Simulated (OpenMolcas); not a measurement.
Computed levels of 4d⁴ in ions with 40 electrons, in cm-1 above ⁵D₀.

* Program: OpenMolcas 26.06
* Method: CASSCF
* Basis: ANO-RCC-VQZP
* Scalar Hamiltonian: DKH2, point nucleus
* Spin-orbit coupling: RASSI with atomic mean-field integrals over the reference wave functions, term energies averaged over their components

Active space for each ion: 4 electrons in 10 orbitals (4d 5d).

| Level | Ru4+ | Pd6+ | Ag7+ |
| --- | --- | --- | --- |
| ⁵D₁ | 448 | 822 | 1100 |
| ⁵D₂ | 1229 | 2151 | 2797 |
| ⁵D₃ | 2237 | 3768 | 4789 |
| ⁵D₄ | 3403 | 5560 | 6939 |
| ³P₀(1) | 19919 | 23447 | 24978 |
| ³H₄ | 20033 | 24195 | 26103 |
| ³H₅ | 21099 | 26118 | 28623 |
| ³H₆ | 22021 | 27584 | 30410 |
| ³P₁(1) | 22289 | 27344 | 29829 |

Problem. Estimate ⁵D₄, ³P₀(1), ³H₄ for Rh5+ from its neighbours Ru4+ and Pd6+.

Solution. ⁵D₄ is fine structure, which grows about as the fourth power of a screened charge, so the fourth roots are averaged: ((3403^0.25 + 5560^0.25) / 2)^4 = 4383. The calculation gives 4393, so the estimate is off by -0.2 %.
³P₀(1) is another term, which grows about linearly with the charge: (19919 + 23447) / 2 = 21683. The calculation gives 21705, so the estimate is off by -0.1 %.
³H₄ is another term, which grows about linearly with the charge: (20033 + 24195) / 2 = 22114. The calculation gives 22123, so the estimate is off by 0 %.

Without dynamic correlation excited terms often stand tens of per cent too high (terms of higher spin than the ground term too low), and those without a measured partner can miss by more than the paired ones. Active for correlation alone: 5d; no level in the range computed is led by a configuration that fills it, so any true level of that kind is missing. Levels of configurations outside the active space are missing.

A number in round brackets counts repeated terms of one configuration in the order of the reference energies.
